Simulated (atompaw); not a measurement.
**oxygen: variants of one PAW (atompaw) potential**

Base potential:

```
Element                 : oxygen (O)
Generator               : atompaw 4.2.0.5
Type                    : PAW
Functional              : LDA (PW92)
Relativity              : scalar-relativistic
Frozen core             : [He]
Valence charge          : 6
Reference configuration : 2s2 2p3.5 (charge +0.5)
Partial waves           : 2s (bound): rc 2.05 bohr; 2s channel at -1.65 Ry: rc 1.00 bohr; 2p (bound): rc 2.05 bohr; 2p channel at -0.8 Ry: rc 2.05 bohr
Local potential         : troulliermartins scheme with l = 2 at 0 Ry, radius 1.40 bohr
Core correction         : smooth core density matched at 1.30 bohr
Augmentation charge     : sinc compensation charge, radius 1.95 bohr; PAW radius 2.05 bohr; waves and projectors: custom rrkj gramschmidtortho
```

Cutoffs, loose and tight: the cutoffs (Ry, on a coarse ladder) from which the occupation-weighted sum of valence levels, in a spherical-Bessel basis at the reference potential, stays within 10 and 1 mRy of its value at 400 Ry. They see the waves, projectors and local potential, not the compensation charge or the core. A dash means not determined.

```tsv
change	outcome	cutoff, loose	cutoff, tight	bound ghosts
base	generated	15 Ry	21 Ry	none
wave 2s (bound): rc 2.05 bohr becomes 2s (bound): rc 1.30 bohr	generated	25 Ry	35 Ry	none
wave 2p channel at -0.8 Ry: rc 2.05 bohr becomes 2p channel at -1.07 Ry: rc 2.05 bohr	generated	18 Ry	25 Ry	none
local potential troulliermartins scheme with l = 2 at 0 Ry, radius 1.28 bohr	generated	15 Ry	21 Ry	none
core correction smooth core density matched at 1.84 bohr	generated	15 Ry	21 Ry	none
wave 2p (bound): rc 2.05 bohr becomes 2p (bound): rc 1.08 bohr	generated	60 Ry	90 Ry	none
local potential bessel scheme, radius 1.40 bohr	generated	15 Ry	25 Ry	none
reference 2s2 2p3	failed: atompaw: The overlap operator has at least one negative eigenvalue!	–	–	–
augmentation sinc compensation charge, radius 1.95 bohr; PAW radius 2.05 bohr; waves and projectors: custom rrkj vanderbiltortho	generated	15 Ry	21 Ry	none
all radii scaled by about 0.93 (s 1.90, p 1.90 bohr); local potential troulliermartins scheme with l = 2 at 0 Ry, radius 1.30 bohr; augmentation sinc compensation charge, radius 1.82 bohr; PAW radius 1.90 bohr; waves and projectors: custom rrkj gramschmidtortho; core correction smooth core density matched at 1.22 bohr	generated	21 Ry	30 Ry	none
augmentation sinc compensation charge, radius 1.60 bohr; PAW radius 2.05 bohr; waves and projectors: custom rrkj gramschmidtortho	generated	15 Ry	21 Ry	none
```
